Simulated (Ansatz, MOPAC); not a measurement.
Species: InI, charge 0, multiplicity 1. SMILES: [In][I]
Geometry: optimised at B3LYP-D3(BJ)/def2-TZVP (Ansatz, a program for electronic structure).

Wanted: vertical ionisation energy to the doublet, in eV. Set-up: def2 sets with scalar-relativistic core potentials past Kr; no spin-orbit coupling; UHF or UKS for open shells; each state is the SCF solution reached for its charge and spin; STO-3G and 3-21G all-electron and non-relativistic. First-principles rows: single points at B3LYP-D3(BJ) geometries (Ansatz). Semi-empirical rows: differences of heats of formation at the shared geometry for vertical values.

```tsv
species	coefficient	E at B3LYP/STO-3G (Ansatz), Eh	E at PBE/def2-TZVPD (Ansatz), Eh	heat of formation at PM3 (MOPAC), kcal/mol
charge 1, doublet	+1	-12537.49518	-487.59810	164.30
charge 0, singlet	-1	-12537.70926	-487.92107	-6.04
```

 1 Eh = 27.2114 eV and 1 eV = 23.0605 kcal/mol.

Question: Compute it at each level from the table.

Answer: 
- B3LYP/STO-3G: the sum of coefficient times E is 0.21408 Eh, or 5.825 eV. Result: 5.83 eV.
- PBE/def2-TZVPD: the sum of coefficient times E is 0.32297 Eh, or 8.788 eV. Result: 8.79 eV.
- PM3: the sum of coefficient times heat of formation is 170.34 kcal/mol, or 7.39 eV.
